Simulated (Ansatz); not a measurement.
Bonds to the group Y in Y-Sb(OH)2. Gas-phase values, no solvent. Each species was relaxed from one start; no search for lower structures was made at this level. In the def2 sets, heavy atoms carry core potentials. Strings in code marks are SMILES.

Method: PBE0-D3(BJ)/def2-TZVP // B3LYP-D3(BJ)/def2-SVP (Ansatz, a quantum-chemistry and plane-wave program). All candidates: neutral, multiplicity 1. 

* **LUMO**: -1.11 eV
* **HOMO–LUMO gap**: 6.77 eV
* **HOMO**: -7.89 eV

Q: Name which member has these values.
A) `C=CC[CH2][Sb]([OH])[OH]`
B) `[OH][Sb]([OH])[c]1ccccc1`
C) `C[C](C)(C)[Sb]([OH])[OH]`
D) `[OH][Sb]([OH])[CH2]C(F)(F)F`

A: D, `[OH][Sb]([OH])[CH2]C(F)(F)F`. The others give `[OH][Sb]([OH])[c]1ccccc1`: -1.13 eV, 6.16 eV, -7.29 eV; `C[C](C)(C)[Sb]([OH])[OH]`: -0.73 eV, 6.04 eV, -6.77 eV; `C=CC[CH2][Sb]([OH])[OH]`: -0.86 eV, 6.21 eV, -7.07 eV
